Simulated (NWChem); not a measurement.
System: HfH3Cl; SMILES [Cl][HfH3]

Results from NWChem. Coordinates come from a PBE0/def2-SVP optimisation. def2 effective core potentials on Hf; no spin-orbit coupling. B3LYP is NWChem's, with the RPA form of VWN correlation. Vertical excitations in the gas phase.

### Question
Predict the results for B3LYP/def2-SVPD, full TDDFT. Quantities: lowest excitation, singlet (eV); orbital gap (eV).

### Answer
* **lowest excitation, singlet (eV)**: 4.34
* **orbital gap (eV)**: 5.93
